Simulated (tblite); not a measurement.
Species: C4H7NPSi2 (doublet state).
Structure used (GFN2-xTB), in Å, numbered top down from 1:
```xyz
15
C4H7NPSi2 angstrom
C      1.7308    1.7211   -0.4121
C      1.5419    0.7406    0.2507
C      1.2472   -0.4482    1.0068
Si    -0.1697   -1.4596    0.1758
C      0.6307   -2.3827   -1.2407
N      1.1116   -2.9515   -2.1114
Si    -1.5878    0.0882   -0.8025
P     -2.3427    1.6227    0.6469
H      1.9470    2.5862   -0.9645
H      2.1517   -1.0532    1.0906
H      0.9457   -0.1625    2.0171
H     -0.4775   -2.5558    1.1200
H     -2.8349   -0.5344   -1.3071
H     -1.1321    2.2683    0.8166
H     -2.7664    2.5288   -0.3080
```

Calculated harmonic vibrations of the isolated species, GFN2-xTB (tblite), most abundant isotopes, no scaling. Against measured fundamentals such values can be off by several per cent, at times by over 20. Modes of hydrogen on phosphorus and silicon can be 10 to 20 % off. One conformer, not necessarily the lowest. Open shells enter through the occupations alone, without spin polarisation, and single modes of such species can be off by tens of per cent.

Harmonic wavenumbers (cm⁻¹): 28.6, 43.3, 54.3, 79.4, 89.1, 101.9, 130.3, 171.2, 285.3, 290.2, 317.2, 365.3, 402.2, 416.6, 488.6, 554.7, 559.3, 597.4, 626.1, 637.7, 655.6, 660.1, 724.2, 729.1, 767.8, 1014.1, 1113.5, 1142.7, 1195.2, 1434.7, 2085.4, 2107.0, 2277.8, 2306.6, 2341.3, 2393.2, 2954.4, 2972.6, 3395.8.

A = 1561, B = 781.2, C = 627.7 MHz; mass 155.985 u (most abundant isotopes); point group C1, symmetry number 1; spin multiplicity 2.

**Question.** What is the zero-point energy?

**Answer.** Half the sum of the wavenumbers: 19255 cm⁻¹ = 55.05 kcal/mol.

**Question.** Entropy at 200 K, 1 bar (ideal gas, RRHO, classical rotation)?

**Answer.** Translation 39.09, rotation 29.23, vibration 31.19, spin (R ln 2) 1.38: S = 100.9 cal/(mol K).

**Question.** And Cp and H(200 K) − H(0)?

**Answer.** Cp = 35.72 cal/(mol K), of which vibrations give 27.77 (their classical limit is 39 R = 77.5); H(200 K) − H(0) = 4.69 kcal/mol without the zero-point energy, 3.10 from vibrations.

**Question.** Blend soft modes into free rotors: weight 1/[1 + (100 cm⁻¹/ν̃)⁴] for the oscillator and the rest for a rotor with moment μB/(μ + B), μ = h/(8π²ν), B = 10⁻⁴⁴ kg m². What vibrational entropy results?

**Answer.** 27.48 cal/(mol K) in place of 31.19, which changes −T·S at 200 K by +0.74 kcal/mol.

**Question.** Which modes carry the vibrational entropy at 200 K?

**Answer.** 28.6 cm⁻¹: 5.13; 43.3 cm⁻¹: 4.31; 54.3 cm⁻¹: 3.87; 79.4 cm⁻¹: 3.13; 89.1 cm⁻¹: 2.90; 101.9 cm⁻¹: 2.65 cal/(mol K); the other 33 give 9.19 together.

Hindered rotation and anharmonicity are outside this model. Other conformers, if any are populated, would add a mixing term that is left out. The structure is chiral; the term R ln 2 for an equal mix with its mirror image is left out.
